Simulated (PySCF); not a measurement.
C4H7O, SMILES [CH2]C(=O)CC, multiplicity 2.

Geometry optimised at PBE-D3(BJ)/def2-SVP. The isomer is the one that the SMILES or the coordinates give; other isomers of the formula were not compared. The values are those of a single conformer.

All values below come from PySCF with SMD-M06-2X/6-31G*.

Solvation free energies are E(SMD) − E(gas) at the gas-phase geometry, for 1 M in both phases. In vacuum the dipole moment is 2.91 D.

Problem. Estimate the solvation free energies in water, n-hexane, ethylethanoate. (An estimate is asked for; the answer gives what the named calculation found.)

Solution. 
```csv
solvent,ΔG(solv) (kcal/mol),its non-electrostatic (CDS) part,dipole (D)
water,-3.6,4.2,4.34
n-hexane,-3.7,-2.1,3.21
ethylethanoate,-5.1,-1.6,3.57
```
